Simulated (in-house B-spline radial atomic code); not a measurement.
## RPA and G0W0 on CAM-B3LYP: Si III (Si2+)

Configuration [Ne] 3s2, mean-field start CAM-B3LYP. Computed with a B-spline radial code for spherical atoms: all electrons, scalar-relativistic (spin-free one-electron X2C), finite nucleus, each spin shell either full or empty, empty states to l = 9 with an (l + 1/2)⁻⁴ tail; G0W0 by contour deformation at full frequency.

Command:
```bash
python run_gw.py task.json out
```
Settings (radii: box in bohr, nucleus in fm):
```
Z                        14
electrons                12
configuration            [Ne] 3s2
hamiltonian              x2c
method                   camb3lyp
lmax                     9
rms_radius               3.1224
spin_polarised           False
box_radius               17.55
intervals                71
ion_configuration        [Ne] 3s1
```

Cost of the run: 2.7 s on 1 thread of AMD EPYC 7R13 Processor, with other jobs on the host.

Energies (hartree):

```json
{"term": "mean-field total", "value": "-289.09951"}
{"term": "Hartree-Fock functional on these orbitals", "value": "-288.59390"}
{"term": "direct second order", "value": "-0.78313"}
{"term": "second-order exchange", "value": "0.28179"}
{"term": "SOSEX correction", "value": "0.25533"}
```

What is the RPA correlation energy, and what remains with SOSEX?

RPA gives -0.6919 hartree (-1.57 eV per electron); RPA + SOSEX gives -0.43656, and the second-order doubles -0.50134 hartree (no singles). RPA lacks exchange-type terms and so overcorrelates at short range.

Quasi-particle levels (eV):

```tsv
level	occupied	mean field	Σx - vxc	Σc	QP weight	G0W0
3s	yes	-31.19	-1.00	?	?	?
2p	yes	-123.35	-13.70	4.29	0.874	-132.76
3p	no	-18.176	2.92	-1.32	0.950	-16.574
```

G0W0 = mean field + (Σx - vxc) + Σc, with Σc (partial-wave tail included) taken at the quasi-particle energy. Levels of low weight are left out.

Where does G0W0 put 3s?

At -33.71 eV, with Σc = -1.52 eV and a quasi-particle weight of 0.954. The tabulated removal energy is 33.493 eV (NIST, measured); the calculation leaves out spin-orbit coupling, Breit and QED terms, and what these don't explain is the method's own error.

What does it cost to remove one electron (to [Ne] 3s1) by differences of total energies, each species on its own start (correlation terms add to the Hartree-Fock functional)?

CAM-B3LYP 33.61 eV, Hartree-Fock functional 32.00 eV, + RPA 33.59 eV, + RPA + SOSEX 33.18 eV, + second order 33.58 eV. Tabulated: 33.493 eV (NIST, measured); the calculation leaves out spin-orbit coupling, Breit and QED terms, and what these don't explain is the method's own error.
